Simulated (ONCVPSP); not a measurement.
## Ag (Z = 47), ONCV: configuration errors across variants

Ag (Z = 47), optimised norm-conserving Vanderbilt (ONCV), made with ONCVPSP 4.0.1 (PBEsol, scalar-relativistic). Core [Kr], reference 4d10 5s1. Waves: 5s: rc 2.70 bohr, ncon 4, nbas 8, qcut 2.8 1/bohr, 2 projectors, debl 1.9 Ha; p scattering state at 0.19 Ha: rc 2.70 bohr, ncon 4, nbas 9, qcut 3 1/bohr, 2 projectors, debl 2.2 Ha; 4d: rc 1.55 bohr, ncon 4, nbas 9, qcut 12 1/bohr, local. Local part: the d channel. Core correction: Teter function, fcfact 5.75, rcfact 1.25.

In the p channel the program set the typed energies aside and used 0.050, 2.250 Ha.

All-electron excitation energies from the reference (eV): (1) 4d10 5s0 7.746; (2) 4d9 5s0 29.860; (3) 4d8 5s0 66.042; (4) 4d9 5s1 13.165.

A true bound ghost makes a file unfit for plane-wave use even where its test errors are small: the radial tests pick states by their node count and pass the ghost by.

Errors AE − PS in meV (a dash: test not solved or not reliable):

```csv
change,(1),(2),(3),(4),bound ghosts,GHOST(+) flags above zero
base,-5.2,-8.2,-153,-31,s,p
"core correction Teter function, fcfact 1.2, rcfact 1.25",-4.2,-5.4,-125,-27,s,p
"core correction Teter function, fcfact 1.9, rcfact 1.25",-4.4,-5.7,-129,-27,s,p
"core correction Teter function, fcfact 2.8, rcfact 1.25",-4.7,-6.1,-134,-28,s,p
"core correction Teter function, fcfact 3.4, rcfact 1.25",-4.8,-6.4,-138,-29,s,p
"core correction Teter function, fcfact 4.8, rcfact 1.25",-5.1,-7.5,-147,-30,s,p
"core correction Teter function, fcfact 5.7, rcfact 1.25",-5.2,-8.2,-152,-31,s,p
"core correction Teter function, fcfact 6.3, rcfact 1.25",-5.3,-8.7,-156,-31,s,p
"core correction Teter function, fcfact 7.1, rcfact 1.25",-5.4,-9.5,-161,-32,s,p
"core correction Teter function, fcfact 7.8, rcfact 1.25",-5.5,-10,-166,-32,s,p
```

Question: Give the same row for: core correction Teter function, fcfact 4.4, rcfact 1.25.

Answer: -5.0, -7.1, -144, -30; bound ghosts: s; GHOST(+) flags above zero: p.
